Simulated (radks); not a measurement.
A nucleus of charge 67.6 with 66 electrons, configuration [Xe] 4f11 6s1.

Calculated with a radial shooting solver on a logarithmic mesh with Libxc functionals: non-relativistic Kohn-Sham, LDA (Slater exchange, Perdew-Wang correlation), spin-polarised, spherical densities, point nucleus; open shells are filled with parallel spins first (spin-orbit coupling, left out, can overturn this in heavy ions); relativity is left out, which matters for an element this heavy.

Energy parts (eV):
part                      energy
total                 -335240.29
kinetic                335106.34
electron-nucleus      -796428.45
Hartree                133034.89
exchange-correlation    -6953.07

Orbitals (lengths in bohr, moments of r in powers of bohr; r(max) is where P^2 peaks; r(90%) holds 90 % of the orbital's charge):
[
 {"orbital": "1s up", "occ.": "1", "eigenvalue (eV)": "-52746.76", "r(max)": "0.01488", "<r>": "0.02244", "r(90%)": "0.0399"},
 {"orbital": "1s down", "occ.": "1", "eigenvalue (eV)": "-52746.74", "r(max)": "0.01488", "<r>": "0.02244", "r(90%)": "0.0399"},
 {"orbital": "2s up", "occ.": "1", "eigenvalue (eV)": "-8508.828", "r(max)": "0.08136", "<r>": "0.09525", "r(90%)": "0.146"},
 {"orbital": "2s down", "occ.": "1", "eigenvalue (eV)": "-8508.727", "r(max)": "0.08136", "<r>": "0.09525", "r(90%)": "0.146"},
 {"orbital": "2p up", "occ.": "3", "eigenvalue (eV)": "-8122.593", "r(max)": "0.06324", "<r>": "0.08067", "r(90%)": "0.130"},
 {"orbital": "2p down", "occ.": "3", "eigenvalue (eV)": "-8122.530", "r(max)": "0.06324", "<r>": "0.08067", "r(90%)": "0.130"},
 {"orbital": "3s up", "occ.": "1", "eigenvalue (eV)": "-1904.012", "r(max)": "0.2255", "<r>": "0.2444", "r(90%)": "0.357"},
 {"orbital": "3s down", "occ.": "1", "eigenvalue (eV)": "-1902.367", "r(max)": "0.2254", "<r>": "0.2443", "r(90%)": "0.357"},
 {"orbital": "3p up", "occ.": "3", "eigenvalue (eV)": "-1728.832", "r(max)": "0.2130", "<r>": "0.2342", "r(90%)": "0.349"},
 {"orbital": "3p down", "occ.": "3", "eigenvalue (eV)": "-1727.326", "r(max)": "0.2130", "<r>": "0.2341", "r(90%)": "0.349"},
 {"orbital": "3d up", "occ.": "5", "eigenvalue (eV)": "-1401.239", "r(max)": "0.1690", "<r>": "0.2067", "r(90%)": "0.321"},
 {"orbital": "3d down", "occ.": "5", "eigenvalue (eV)": "-1400.127", "r(max)": "0.1690", "<r>": "0.2066", "r(90%)": "0.321"},
 {"orbital": "4s up", "occ.": "1", "eigenvalue (eV)": "-379.0709", "r(max)": "0.5117", "<r>": "0.5498", "r(90%)": "0.789"},
 {"orbital": "4s down", "occ.": "1", "eigenvalue (eV)": "-376.3542", "r(max)": "0.5117", "<r>": "0.5500", "r(90%)": "0.790"},
 {"orbital": "4p up", "occ.": "3", "eigenvalue (eV)": "-308.9677", "r(max)": "0.5150", "<r>": "0.5610", "r(90%)": "0.816"},
 {"orbital": "4p down", "occ.": "3", "eigenvalue (eV)": "-306.2742", "r(max)": "0.5150", "<r>": "0.5613", "r(90%)": "0.816"},
 {"orbital": "4d up", "occ.": "5", "eigenvalue (eV)": "-182.7303", "r(max)": "0.5174", "<r>": "0.5894", "r(90%)": "0.885"},
 {"orbital": "4d down", "occ.": "5", "eigenvalue (eV)": "-180.0852", "r(max)": "0.5175", "<r>": "0.5901", "r(90%)": "0.887"},
 {"orbital": "5s up", "occ.": "1", "eigenvalue (eV)": "-58.8533", "r(max)": "1.200", "<r>": "1.346", "r(90%)": "1.94"},
 {"orbital": "5s down", "occ.": "1", "eigenvalue (eV)": "-57.7597", "r(max)": "1.205", "<r>": "1.353", "r(90%)": "1.95"},
 {"orbital": "5p up", "occ.": "3", "eigenvalue (eV)": "-39.9402", "r(max)": "1.310", "<r>": "1.514", "r(90%)": "2.22"},
 {"orbital": "5p down", "occ.": "3", "eigenvalue (eV)": "-39.0201", "r(max)": "1.318", "<r>": "1.522", "r(90%)": "2.23"},
 {"orbital": "4f up", "occ.": "7", "eigenvalue (eV)": "-25.2508", "r(max)": "0.5020", "<r>": "0.7559", "r(90%)": "1.29"},
 {"orbital": "4f down", "occ.": "4", "eigenvalue (eV)": "-22.8661", "r(max)": "0.5033", "<r>": "0.7687", "r(90%)": "1.32"},
 {"orbital": "6s up", "occ.": "1", "eigenvalue (eV)": "-13.3844", "r(max)": "3.152", "<r>": "3.495", "r(90%)": "5.00"},
 {"orbital": "6s down", "occ.": "0", "eigenvalue (eV)": "-12.4171", "r(max)": "3.155", "<r>": "3.539", "r(90%)": "5.10"}
]

The highest occupied level is 6s up at -13.384 eV. Virial ratio -V/T = 2.00040. The spin density at the nucleus is 11.22 e/bohr^3 (1s 0.03, 2s -0.30, 3s -2.18, 4s 0.74, 5s 1.55, 6s 11.39). Summed over all electrons, <r^2> = 49.68 bohr^2, which gives a Langevin (diamagnetic) susceptibility term of -39.3 x 10^-6 cm^3/mol. The density falls to 0.001 e/bohr^3 at r = 4.33 bohr.
